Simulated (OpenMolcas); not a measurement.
Ions of charge +3 along the 3d row with 6 fluoride ligands in octahedral coordination

| Property | Result |
| --- | --- |
| Program | OpenMolcas |
| Method | SS-CASPT2, IPEA 0.25 Eh, imaginary shift 0.1 Eh |
| Spin-orbit coupling | state interaction with AMFI integrals over the reference wave functions |

The d shell is active; CASPT2 correlates the ligand valence shells and the outer metal core. Anionic complexes are neutralised by point charges behind the ligands. Distances were set from a Shannon-type radius of the metal (high-spin where two are listed) plus a fixed donor radius (F 1.31 Å). Ligand basis ANO-RCC-VDZP, DKH2 Hamiltonian. States (labels of O, the rotations of Oh). Energies in cm-1 above the lowest state or level, χT in cm3 K/mol; under a threefold ground state the first gap can be a small split of the lowest multiplet, not the spin-orbit step; 10Dq and B are least-squares fits to the states below 45000 cm-1, weighted by degeneracy, with a free offset, and given where the rms deviation is under 5 % of |10Dq| (or 100 cm-1) and under 700 cm-1. Spin-only χT is S(S+1) / 2 for the spin of the ground state.

| Ion | Shell | R (Å) | Metal basis | Outer charge (e at Å behind ligand) | Ground state | First state of that spin | 10Dq | B (rms of fit) | First gap with spin-orbit (degeneracies) | χT at 300 K | First state of another spin | Spin-only χT |
| --- | --- | --- | --- | --- | --- | --- | --- | --- | --- | --- | --- | --- |
| Ti3+ | 3d1 | 1.98 | ANO-RCC-VDZP | 0.5 at 2.6 | 2T2 | 2E 16180 | 16183 |  | 220 (4, 2) | 0.446 |  | 0.375 |
| V3+ | 3d2 | 1.95 | ANO-RCC-VTZP | 0.5 at 2.4 | 3T1 | 3T2 14330 | 15751 | 799 (195) | 5 (2, 3) | 0.890 | 1T2 10960 | 1.000 |
| Cr3+ | 3d3 | 1.93 | ANO-RCC-VDZP | 0.5 at 2.4 | 4A2 | 4T2 15050 |  |  | 14930 (4, 4) | 1.831 | 2E 15600 | 1.875 |
| Mn3+ | 3d4 | 1.96 | ANO-RCC-VTZP | 0.5 at 2.8 | 5E | 5T2 13280 |  |  | 12 (1, 3) | 2.947 | 3T1 9380 | 3.000 |
| Fe3+ | 3d5 | 1.96 | ANO-RCC-VTZP | 0.5 at 3.2 | 6A1 |  |  |  | 19970 (6, 2) | 4.384 | 4T1 20130 | 4.375 |
| Co3+ | 3d6 | 1.92 | ANO-RCC-VTZP | 0.5 at 2.8 | 5T2 | 5E 12760 |  |  | 260 (3, 2) | 4.146 | 1A1 5520 | 3.000 |
| Ni3+ | 3d7 | 1.91 | ANO-RCC-VTZP | 0.5 at 3.2 | 4T1 | 4T2 12930 |  |  | 470 (2, 4) | 3.330 | 2E 4050 | 1.875 |
| Cu3+ | 3d8 | 1.85 | ANO-RCC-VTZP | 0.5 at 2.6 | 3A2 | 3T2 16180 |  |  | 8370 (3, 2) | 1.214 | 1E 8450 | 1.000 |

The rows also differ in their metal basis and outer charges, so part of each step comes from that.

Every ion keeps the highest spin of its shell. χT departs most from the spin-only value for Ni3+, by +1.455 cm3 K/mol.

Roots that are degenerate in the reference are averaged as groups; the widest CASPT2 spread within a group is 1600 cm-1 (the 3-fold group of multiplicity 2 near 29600 cm-1 above the lowest state of its run, Ni3+). Shifts and gaps below about the spread of the groups concerned are not significant. Over all roots computed the reference weight is 0.71 to 0.72 in V3+, 0.71 to 0.72 in Cr3+, 0.69 to 0.72 in Mn3+, 0.69 to 0.72 in Fe3+, 0.67 to 0.72 in Co3+, 0.64 to 0.72 in Ni3+, 0.66 to 0.71 in Cu3+; the roots of lowest weight are the least certain, and an intruder state may touch them. Ligand-to-metal charge-transfer states are missing. With one d shell and no ligand orbital active, 10Dq can be off by a tenth or more. An orbital triplet at a regular site is open to Jahn-Teller coupling, which can distort the site and quench the lowest spin-orbit gaps and is left out (holds for Ti3+; V3+; Co3+; Ni3+). With no ligand orbital active B as a rule stays too high, so bands that hang on it stand too high and its fall with covalency is understated (holds for V3+; Cr3+; Mn3+; Fe3+; Co3+; Ni3+; Cu3+). An orbital doublet at a regular site is open to a Jahn-Teller distortion, which this geometry leaves out (holds for Mn3+). This shell can be high or low spin here, a state of another spin lies low, and with metal d orbitals alone active their balance is uncertain, so the ground spin may be wrong (holds for Mn3+; Co3+; Ni3+). These CASPT2 states fit no ligand-field parameters well, so their order and spin gaps are uncertain (holds for Mn3+; Fe3+; Co3+; Ni3+). Free-ion shares, where given, are those of the reference states; single-state CASPT2 does not remix them (holds for Mn3+; Fe3+; Ni3+). A single d shell leaves out the double-shell effect, which counts most for late 3d ions, where the CASPT2 field can be off either way by tens of per cent (holds for Co3+; Ni3+; Cu3+). No measured value stands beside these numbers; the geometry is a model, was not optimised and need not be the one that this ion takes.
